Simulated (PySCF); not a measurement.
**AuF: one state, many levels of theory**

State: ¹Σ⁺ (singlet), closed shell. Set-up: PySCF, scalar-relativistic core potentials, basis sets Au def2-TZVPP with ECP60, F def2-TZVPP. De refers to Au (5d10 6s1) + F in their high-spin ground configurations, without counterpoise correction. A positive dipole means Au(−)F(+).

```json
{"Level": "RHF", "Re (Å)": "1.974", "ωe (cm⁻¹)": "527", "De (eV)": "n/a", "μ (D)": "-5.90"}
{"Level": "RHF-MP2", "Re (Å)": "1.907", "ωe (cm⁻¹)": "590", "De (eV)": "n/a", "μ (D)": "n/a"}
{"Level": "RHF-SCS-MP2", "Re (Å)": "1.919", "ωe (cm⁻¹)": "576", "De (eV)": "n/a", "μ (D)": "n/a"}
{"Level": "RHF-CCSD", "Re (Å)": "1.933", "ωe (cm⁻¹)": "567", "De (eV)": "2.60", "μ (D)": "n/a"}
{"Level": "RHF-CCSD(T)", "Re (Å)": "1.934", "ωe (cm⁻¹)": "559", "De (eV)": "2.79", "μ (D)": "n/a"}
{"Level": "PBE", "Re (Å)": "1.944", "ωe (cm⁻¹)": "526", "De (eV)": "3.24", "μ (D)": "-3.69"}
{"Level": "PW91", "Re (Å)": "1.942", "ωe (cm⁻¹)": "529", "De (eV)": "3.27", "μ (D)": "-3.69"}
{"Level": "BP86", "Re (Å)": "1.944", "ωe (cm⁻¹)": "528", "De (eV)": "3.19", "μ (D)": "-3.69"}
{"Level": "r²SCAN", "Re (Å)": "1.922", "ωe (cm⁻¹)": "557", "De (eV)": "3.05", "μ (D)": "-3.87"}
{"Level": "TPSSh", "Re (Å)": "1.934", "ωe (cm⁻¹)": "546", "De (eV)": "2.95", "μ (D)": "-4.02"}
{"Level": "PBE0", "Re (Å)": "1.933", "ωe (cm⁻¹)": "547", "De (eV)": "2.78", "μ (D)": "-4.28"}
{"Level": "M06", "Re (Å)": "1.961", "ωe (cm⁻¹)": "522", "De (eV)": "2.85", "μ (D)": "-4.51"}
{"Level": "HSE06", "Re (Å)": "1.937", "ωe (cm⁻¹)": "544", "De (eV)": "2.77", "μ (D)": "-4.28"}
```

The bond length runs from 1.907 Å (RHF-MP2) to 1.974 Å (RHF). De spans 2.60 eV (RHF-CCSD, coupled cluster) to 3.27 eV (PW91, GGA).

Correlated steps freeze 1 core orbital. These are scalar-relativistic numbers at best; spin–orbit coupling would shift them, the dissociation energy most. Where the molecule has an RHF reference, its open-shell atoms are computed with UHF. The CCSD T1 diagnostic is raised, a sign that a single reference may not be enough here.

The whole job (state search and all levels along the bond) took about 10 min on 1 thread of Arm Neoverse V1 (shared host), peak memory 2 GiB.
